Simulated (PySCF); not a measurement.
Isomers of C6H7NO and their computed core-level spectra.

Level of theory: delta-SCF UKS SCAN, pcX-2 on the ionised atom, pcseg-1 elsewhere, spin-free X2C (PySCF). Geometries: PBE0-D3(BJ)/def2-SVP; isolated species, one conformer each.

Line lists (1s up to Mg, 2p3/2 beyond; areas count atoms within a level, one atom standing for each set equivalent by bonding):
1. C 1s: 289.75 (area 1), 289.84 (area 2), 290.08 (area 2), 291.20 (area 1) eV; N 1s: 406.67 eV; O 1s: 539.59 eV
2. C 1s: 290.53 (area 1), 290.56 (area 1), 290.84 (area 1), 290.96 (area 1), 292.15 (area 1), 292.71 (area 1) eV; N 1s: 404.48 eV; O 1s: 539.19 eV
3. C 1s: 289.59 (area 1), 289.63 (area 1), 289.63 (area 1), 290.09 (area 1), 291.31 (area 1), 291.75 (area 1) eV; N 1s: 405.38 eV; O 1s: 539.16 eV

Structures:
A. `NC1=CC(O)=CC=C1`
B. `c1cccc(NO)c1`
C. `COc1cccnc1`

Q: Which list belongs to which compound?

A: 
- 1 = B: no other candidate has these counts of sites. C 1s: 289.75 aromatic CH carbon, 289.84 aromatic CH carbon (×2), 290.08 aromatic CH carbon (×2), 291.20 aromatic carbon bearing nitrogen; N 1s: 406.67 hydroxylamine nitrogen; O 1s: 539.59 hydroxyl oxygen.
- 2 = C: another candidate has the same counts of sites, so positions decide. C 1s: 290.53 aromatic CH carbon, 290.56 aromatic CH carbon, 290.84 aromatic CH next to a ring nitrogen, 290.96 aromatic CH next to a ring nitrogen, 292.15 aromatic carbon bearing oxygen, 292.71 methoxy carbon; N 1s: 404.48 pyridine-type nitrogen; O 1s: 539.19 aryl ether oxygen.
- 3 = A: another candidate has the same counts of sites, so positions decide. C 1s: 289.59 aromatic CH carbon, 289.63 aromatic CH carbon, 289.63 aromatic CH carbon, 290.09 aromatic CH carbon, 291.31 aromatic carbon bearing nitrogen, 291.75 aromatic carbon bearing oxygen; N 1s: 405.38 aniline-type nitrogen; O 1s: 539.16 phenol-type oxygen.

3 of these hole states are spin-contaminated (⟨S²⟩ up to 0.88, against 0.75; counted from 0.85) and less certain.
